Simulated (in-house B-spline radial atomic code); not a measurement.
## RPA and G0W0 on SCAN: Kr8+

Configuration [Ar] 3d10, mean-field start SCAN. Computed with a B-spline radial code for spherical atoms: all electrons, scalar-relativistic (spin-free one-electron X2C), finite nucleus, each spin shell either full or empty, empty states to l = 9 with an (l + 1/2)⁻⁴ tail; G0W0 by contour deformation at full frequency.

Command:
```bash
python run_gw.py task.json out
```
Settings (radii: box in bohr, nucleus in fm):
```
Z                        36
electrons                28
configuration            [Ar] 3d10
hamiltonian              x2c
method                   scan,scan
lmax                     9
rms_radius               4.1884
spin_polarised           False
box_radius               7.7
intervals                66
```

Run time, properties included: 2.3 s on 1 thread of Arm Neoverse N1, on a shared host.

Energies (hartree):

| term | value |
| --- | --- |
| mean-field total | -2771.82768 |
| Hartree-Fock functional on these orbitals | -2770.13347 |
| direct second order | -2.3645 |
| second-order exchange | 0.68878 |
| SOSEX correction | 0.64738 |

(1) What is the RPA correlation energy, and what remains with SOSEX?

Quasi-particle levels (eV):

| level | occupied | mean field | Σx - vxc | Σc | QP weight | G0W0 |
| --- | --- | --- | --- | --- | --- | --- |
| 3d | yes | -216.43 | -19.63 | ? | ? | ? |
| 3p | yes | -333.79 | -28.69 | 7.77 | 0.915 | -354.72 |
| 2p | yes | -1795.71 | -70.09 | 27.42 | 0.868 | -1838.38 |
| 4s | no | -132.51 | 8.19 | -1.47 | 0.994 | -125.79 |

G0W0 = mean field + (Σx - vxc) + Σc, with Σc (partial-wave tail included) taken at the quasi-particle energy. Only the outer levels were computed. Levels of low weight are left out.

(2) Where does G0W0 put 3d?

## Answers

(1) RPA gives -2.1194 hartree (-2.06 eV per electron); RPA + SOSEX gives -1.472, and the second-order doubles -1.6757 hartree (no singles). SOSEX takes back 31 % of the RPA value.

(2) At -233.79 eV, with Σc = 2.27 eV and a quasi-particle weight of 0.972. The tabulated removal energy is 233 ± 0.7 eV (NIST, semi-empirical); the calculation leaves out spin-orbit coupling, Breit and QED terms, and what these don't explain is the method's own error.
